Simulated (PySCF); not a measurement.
# Radial density of Ga+ (gallium, charge +1)

UHF, [Ar] 3d10 4s1 5s1, high-spin 3S determinant (an excited configuration). Computed with PySCF 2.14 in aug-cc-pVTZ-DK (7s6p4d2f, 59 functions), with scalar relativity by spin-free X2C-1e.

```csv
r (bohr),4πr²ρ (e/bohr),4πr²(ρα − ρβ)
0.000842,0.2934,0.0001
0.00142,0.7278,0.0004
0.00238,1.767,0.0009
0.00401,4.143,0.0021
0.00674,9.162,0.0046
0.0113,18.28,0.0090
0.0191,30.50,0.0138
0.0321,38.01,0.0122
0.0539,33.00,-0.0001
0.0907,32.63,0.0082
0.153,43.95,0.0349
0.257,27.33,-0.0219
0.432,23.97,0.0471
0.726,21.83,-0.0229
1.22,5.511,0.3181
2.05,0.9869,0.6122
3.46,0.2022,0.1968
5.81,0.2203,0.2203
9.78,0.02466,0.0247
16.4,0.0003542,0.0004
```

Densities and radii are taken from the X2C orbitals without a picture-change correction, which distorts them close to the nucleus.

The outer electron is Rydberg-like, and this basis confines it to a smaller radius and binds it less than a complete one would.

(1) Where is the radial spin density 4πr²(ρα − ρβ) most negative, and why is it negative at all?

Results:

(1) Around r = 0.726 bohr, down to -0.0229 e/bohr: exchange with the open shell polarises the paired shells in an unrestricted calculation.
